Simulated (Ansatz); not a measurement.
`[F][SbH][SH]` and `[F][SbH][AlH2]` differ in one atom or group.

Ansatz, PBE0-D4/def2-TZVP geometries, multiplicity 1. Each molecule was computed in one conformer, which needn't be the lowest.

Elements past krypton have def2 core potentials.

| property | `[F][SbH][SH]` |
| --- | --- |
| zero-point energy (PBE0-D4/def2-TZVP) / kJ/mol | 47.9 |
| LUMO energy (ωB97M-V/def2-TZVPP) / eV | 0.35 |
| HOMO–LUMO gap (B3LYP/def2-TZVPP) / eV | 5.93 |
| HOMO–LUMO gap (PBE/def2-TZVPP) / eV | 4.43 |
| size of the dipole moment (B3LYP/def2-TZVPP) / D | 2.30 |
| size of the dipole moment (PBE/def2-TZVPP) / D | 2.11 |

What does the change do to each property? (An estimate is asked.)

Computed: 
```json
{"property": "zero-point energy (PBE0-D4/def2-TZVP) / kJ/mol", "`[F][SbH][AlH2]`": "56.9", "shift": "9.0"}
{"property": "LUMO energy (ωB97M-V/def2-TZVPP) / eV", "`[F][SbH][AlH2]`": "-0.43", "shift": "-0.78"}
{"property": "HOMO–LUMO gap (B3LYP/def2-TZVPP) / eV", "`[F][SbH][AlH2]`": "4.46", "shift": "-1.47"}
{"property": "HOMO–LUMO gap (PBE/def2-TZVPP) / eV", "`[F][SbH][AlH2]`": "3.07", "shift": "-1.36"}
{"property": "size of the dipole moment (B3LYP/def2-TZVPP) / D", "`[F][SbH][AlH2]`": "2.45", "shift": "0.15"}
{"property": "size of the dipole moment (PBE/def2-TZVPP) / D", "`[F][SbH][AlH2]`": "2.22", "shift": "0.11"}
```

With PBE0 the HOMO rises by 0.97 eV and the LUMO falls by 0.64 eV, so the gap narrows by about 1.61 eV. PBE moves the HOMO by 0.74 eV and ωB97M-V by 1.22 eV. The zero-point energy changes by 9.0 kJ/mol with +3 modes. Dipoles are sizes alone; their direction can turn.

B3LYP here is the variant with VWN-RPA as its local correlation; programs differ in this.

Spin–orbit coupling is left out; it splits and shifts lone-pair levels of the heavy atoms by tenths of an eV.
